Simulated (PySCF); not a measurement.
Bonds: Al1-C4, C4-C5, C5-C6, C5-C7. Al1 carries H2, H3; C4 carries H8, H9; C5 carries H10; C6 carries H11, H12, H13; C7 carries H14, H15, H16.

Geometry: PBE0-D3(BJ)/def2-SVP; GIAO shifts from PySCF, gas phase, non-relativistic, averaged over equivalent atoms.

At B3LYP/pcSseg-1 (pcSseg-2 on Al) (166 basis functions, 8.3 s wall time on 1 thread of an AMD EPYC 9R45 96-Core, shared host):
```tsv
atoms	δ (ppm)
Al1	327.0
H2/H3	5.62
H10	2.04
H11/H12/H13/H14/H15/H16	1.09
H8/H9	0.78
C5	34.3
C6/C7	31.7
C4	27.8
```

Shifts are taken against calculated references (same method and geometry level): [Al(H2O)6]3+ for 27Al (571.15 ppm); 1H (31.38 ppm), 13C (179.24 ppm) against TMS.

Question: Estimate the result of repeating the calculation with PBE/pcSseg-1 (pcSseg-2 on Al).

Answer: 
| atoms | δ at PBE/pcSseg-1 (pcSseg-2 on Al) | change |
| --- | --- | --- |
| Al1 | 333.6 | +6.6 |
| H2/H3 | 6.04 | +0.42 |
| H10 | 2.20 | +0.16 |
| H11/H12/H13/H14/H15/H16 | 1.13 | +0.04 |
| H8/H9 | 0.98 | +0.20 |
| C5 | 36.0 | +1.7 |
| C6/C7 | 32.5 | +0.8 |
| C4 | 29.5 | +1.7 |

Scale: [Al(H2O)6]3+ for 27Al (σref 560.82); 1H (σref 31.20) and 13C (σref 180.03) vs TMS (reference shieldings calculated alike).

The largest change is at Al1 (aluminium bonded to C, 2 H). Cost: 166 basis functions, 14 s wall time on 1 thread of an AMD EPYC 9R45 96-Core, shared host. The order of the carbon signals is the same at both levels.
